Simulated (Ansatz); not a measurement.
Start from `O[PH][SbH2]` and change one atom or group to get `OPS`.

Ansatz, PBE0-D4/def2-TZVP geometries, multiplicity 1. Each molecule was computed in one conformer, which needn't be the lowest.

Elements past krypton have def2 core potentials.

| property | `O[PH][SbH2]` |
| --- | --- |
| HOMO–LUMO gap (PBE/def2-TZVPP) / eV | 4.27 |
| HOMO energy (ωB97M-V/def2-TZVPP) / eV | -8.79 |
| LUMO energy (PBE/def2-TZVPP) / eV | -1.56 |
| size of the dipole moment (ωB97M-V/def2-TZVPP) / D | 1.67 |
| LUMO energy (ωB97M-V/def2-TZVPP) / eV | 0.83 |
| HOMO–LUMO gap (ωB97M-V/def2-TZVPP) / eV | 9.62 |

Give the same properties after the change, and the shifts. (An estimate is asked.)

Computed: 
```
                                          property  `OPS`  shift
               HOMO–LUMO gap (PBE/def2-TZVPP) / eV   4.81   0.54
             HOMO energy (ωB97M-V/def2-TZVPP) / eV  -9.31  -0.52
                 LUMO energy (PBE/def2-TZVPP) / eV  -1.19   0.37
size of the dipole moment (ωB97M-V/def2-TZVPP) / D   1.75   0.08
             LUMO energy (ωB97M-V/def2-TZVPP) / eV   1.49   0.66
           HOMO–LUMO gap (ωB97M-V/def2-TZVPP) / eV  10.80   1.18
```

With PBE0 the HOMO falls by 0.35 eV and the LUMO rises by 0.54 eV, so the gap widens by about 0.89 eV. PBE moves the HOMO by -0.17 eV and ωB97M-V by -0.52 eV. The zero-point energy changes by -9.4 kJ/mol with -3 modes. Dipoles are sizes alone; their direction can turn.

Spin–orbit coupling is left out; it splits and shifts lone-pair levels of the heavy atoms by tenths of an eV.
